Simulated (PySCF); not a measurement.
# TeO₂: BP86 against PBE0

Base calculation in PySCF with density fitting and no spin–orbit coupling, BP86/def2-TZVP (scalar-relativistic core potentials): singlet, C2v, Te–O 1.817 Å (×2); O–Te–O 110.4°; wavenumbers 276, 818, 830 cm⁻¹; dipole moment 3.82 D, gap between the highest occupied and lowest empty levels 2.10 eV, polar-tensor charge of Te 1.01 e, atomisation energy (no zero-point energy) 890 kJ/mol.

Task: What changes on going to PBE0/def2-TZVP (scalar-relativistic core potentials)?

Result: The point group stays the same. Changes: mean bond to Te -0.037 Å, smallest bond angle -0.3 degrees, highest wavenumber +84 cm⁻¹, lowest wavenumber +25 cm⁻¹, dipole moment +0.27 D, gap between the highest occupied and lowest empty levels +2.28 eV, polar-tensor charge of Te +0.12 e, atomisation energy (no zero-point energy) -148 kJ/mol. The new structure has Te–O 1.780 Å (×2); O–Te–O 110.1°, with wavenumbers 301, 902, 914 cm⁻¹.

Only the bonding shown was studied: isomers, or loss of a ligand pair, can lie lower.
